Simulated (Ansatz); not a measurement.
Cost and result for the atomization energy of C2H8BBrGaN (`C[N](C)[GaH][BH]Br`) (14 atoms, 13 bonds).

```xyz
14

C    -1.358   -1.320   -0.663
N    -0.411   -0.410   -0.072
C    -0.394   -0.487    1.366
Ga    0.647    0.714   -1.054
B     1.955    1.966   -0.007
Br    3.075    3.170   -0.971
H    -2.382   -1.115   -0.318
H    -1.133   -2.363   -0.398
H    -1.345   -1.237   -1.751
H     0.331    0.213    1.785
H    -0.129   -1.497    1.712
H    -1.379   -0.250    1.793
H     0.425    0.589   -2.600
H     2.096    2.026    1.178
```

The species carries charge 0 and has multiplicity 1. Correlated methods include outer-core shells of Br, Ga, which these sets cover unevenly. Scalar relativity is left out up to krypton. All single points use the PBE0-D4/def2-TZVP geometry. It is one conformer, not always the lowest. Program: Ansatz. All runs use 2 threads of an AMD EPYC 7R13 on a shared host and a share of an NVIDIA H100 80 GB. Times are those of one run each, without the atoms' runs, and a repeat can differ threefold. Electronic energies, without spin–orbit coupling; frozen cores. CCSD(T)/CBS adds CCSD(T) − MP2 in def2-TZVPP to the MP2 limit, and its time is that of the two runs behind it. T1 = 0.015. With those shells the extrapolation isn't a true limit. B3LYP takes the VWN-RPA correlation (the form of Gaussian; ORCA's B3LYP/G).

CCSD(T)/CBS is a level of theory with its own doubt, some kJ/mol a heavy atom from the limit and from the frozen cores, so smaller differences don't rank the functionals.

```json
{"level": "LDA (SPW92)/def2-TZVPP", "functions": "332", "wall time": "3.1 s", "atomization (kcal/mol)": "1303.5", "difference from CCSD(T)/CBS": "164.5", "per bond": "12.6"}
{"level": "PBE-D4/def2-TZVPP (with forces)", "functions": "332", "wall time": "4.1 s", "atomization (kcal/mol)": "1160.3", "difference from CCSD(T)/CBS": "21.3", "per bond": "1.6"}
{"level": "r2SCAN-D4/def2-TZVPP (with forces)", "functions": "332", "wall time": "4.4 s", "atomization (kcal/mol)": "1143.0", "difference from CCSD(T)/CBS": "4.0", "per bond": "0.3"}
{"level": "B3LYP-D4/def2-TZVPP (with forces)", "functions": "332", "wall time": "4.7 s", "atomization (kcal/mol)": "1137.0", "difference from CCSD(T)/CBS": "-2.0", "per bond": "-0.2"}
{"level": "B97M-V/def2-TZVPP", "functions": "332", "wall time": "5.5 s", "atomization (kcal/mol)": "1140.7", "difference from CCSD(T)/CBS": "1.7", "per bond": "0.1"}
{"level": "CCSD(T)/def2-SVP", "functions": "160", "wall time": "7 s", "atomization (kcal/mol)": "1083.8", "difference from CCSD(T)/CBS": "-55.2", "per bond": "-4.2"}
{"level": "r2SCANh-D4/def2-TZVPP", "functions": "332", "wall time": "8 s", "atomization (kcal/mol)": "1136.6", "difference from CCSD(T)/CBS": "-2.4", "per bond": "-0.2"}
{"level": "BHLYP-D4/def2-TZVPP", "functions": "332", "wall time": "8 s", "atomization (kcal/mol)": "1109.2", "difference from CCSD(T)/CBS": "-29.8", "per bond": "-2.3"}
{"level": "MP2/def2-QZVPP", "functions": "646", "wall time": "9 s", "atomization (kcal/mol)": "1142.5", "difference from CCSD(T)/CBS": "3.5", "per bond": "0.3"}
{"level": "PBE-QIDH/def2-TZVPP", "functions": "332", "wall time": "10 s", "atomization (kcal/mol)": "1135.5", "difference from CCSD(T)/CBS": "-3.5", "per bond": "-0.3"}
{"level": "ωB97M-V/def2-TZVPP (with forces)", "functions": "332", "wall time": "17 s", "atomization (kcal/mol)": "1137.2", "difference from CCSD(T)/CBS": "-1.8", "per bond": "-0.1"}
{"level": "CCSD(T)/def2-TZVPP", "functions": "332", "wall time": "26 s", "atomization (kcal/mol)": "1112.5", "difference from CCSD(T)/CBS": "-26.5", "per bond": "-2.0"}
{"level": "CCSD(T)/CBS(def2)", "functions": "–", "wall time": "35 s", "atomization (kcal/mol)": "1139.0", "difference from CCSD(T)/CBS": "0.0", "per bond": "0.0"}
```

At CCSD(T), def2-SVP lies −55.2 kcal/mol from the extrapolated value and def2-TZVPP −26.5 kcal/mol: correlation converges slowly with the basis, and small sets miss more of it in the bonded molecule than in its fragments. In def2-TZVPP, CCSD(T) changes the Hartree–Fock value by +285.1 kcal/mol (the triples alone add +17.3 kcal/mol) and MP2 by +299.6 kcal/mol; breaking electron pairs costs correlation energy, which Hartree–Fock lacks. From PBE to PBE0 (25 % exact exchange), in def2-TZVPP and without D4, the atomization energy moves by −16.1 kcal/mol: exact exchange takes away binding that semilocal exchange gives to molecules.
